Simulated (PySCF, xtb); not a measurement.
BiF3, SMILES [F][Bi]([F])[F] (connectivity only; charge and spin as stated), charge +1, multiplicity 2.

Harmonic wavenumbers (cm⁻¹) from GFN2-xTB (xtb) at its own minimum, in rising order: 124, 124, 136, 342, 343, 388.

Q: What does B3LYP-D3(BJ)/def2-SVP (PySCF) give at its own minimum? (The exact figures need the calculation; the answer reports its results.)

A: 114, 114, 117, 512, 512, 554. Paired by order, the mean absolute difference is 91 cm⁻¹ and the zero-point energies are 2.1 and 2.7 kcal/mol.
